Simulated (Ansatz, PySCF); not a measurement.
BiF3, SMILES [F][Bi]([F])[F]. Atoms are numbered in the order given.

```xyz
4

Bi     0.0000    -0.0001     0.2198
F      1.5066    -0.8696    -0.8212
F     -1.5066    -0.8696    -0.8212
F      0.0000     1.7392    -0.8213
```

Geometry optimised at B3LYP-D3(BJ)/def2-SVP. The isomer is the one that the SMILES or the coordinates give; other isomers of the formula were not compared. The def2 effective core potentials stand for the cores of Bi; spin–orbit coupling is left out.

Two levels are set side by side: PBE-D3(BJ)/def2-SVP (Ansatz, an electronic-structure program) and B3LYP-D3(BJ)/def2-SVP (Ansatz). Each level has its own optimised geometry; the coordinates shown are those of the second. Frequencies come from the Hessian of PySCF at each geometry. Differences are taken from unrounded values.

```json
[
 {"quantity": "mean bond length (Å)", "B3LYP-D3(BJ)": "2.027"},
 {"quantity": "bond Bi1–F2 (Å)", "B3LYP-D3(BJ)": "2.027"},
 {"quantity": "bond Bi1–F3 (Å)", "B3LYP-D3(BJ)": "2.027"},
 {"quantity": "bond Bi1–F4 (Å)", "B3LYP-D3(BJ)": "2.027"},
 {"quantity": "highest harmonic wavenumber (cm⁻¹)", "B3LYP-D3(BJ)": "604"},
 {"quantity": "mean harmonic wavenumber (cm⁻¹)", "B3LYP-D3(BJ)": "384"},
 {"quantity": "zero-point energy (kcal/mol)", "B3LYP-D3(BJ)": "3.30"}
]
```

Q: What does PBE-D3(BJ) give, and how far is it from B3LYP-D3(BJ)? (An estimate is asked for; the answer gives what the named calculation found.)

A: 
```json
[
 {"quantity": "mean bond length (Å)", "PBE-D3(BJ)": "2.043", "PBE-D3(BJ) minus B3LYP-D3(BJ)": "0.016"},
 {"quantity": "bond Bi1–F2 (Å)", "PBE-D3(BJ)": "2.043", "PBE-D3(BJ) minus B3LYP-D3(BJ)": "0.015"},
 {"quantity": "bond Bi1–F3 (Å)", "PBE-D3(BJ)": "2.043", "PBE-D3(BJ) minus B3LYP-D3(BJ)": "0.016"},
 {"quantity": "bond Bi1–F4 (Å)", "PBE-D3(BJ)": "2.043", "PBE-D3(BJ) minus B3LYP-D3(BJ)": "0.016"},
 {"quantity": "highest harmonic wavenumber (cm⁻¹)", "PBE-D3(BJ)": "582", "PBE-D3(BJ) minus B3LYP-D3(BJ)": "-22"},
 {"quantity": "mean harmonic wavenumber (cm⁻¹)", "PBE-D3(BJ)": "370", "PBE-D3(BJ) minus B3LYP-D3(BJ)": "-15"},
 {"quantity": "zero-point energy (kcal/mol)", "PBE-D3(BJ)": "3.17", "PBE-D3(BJ) minus B3LYP-D3(BJ)": "-0.13"}
]
```

Exact exchange shortens and stiffens bonds; PBE has none. Differences between two approximate levels are no errors against the true value.
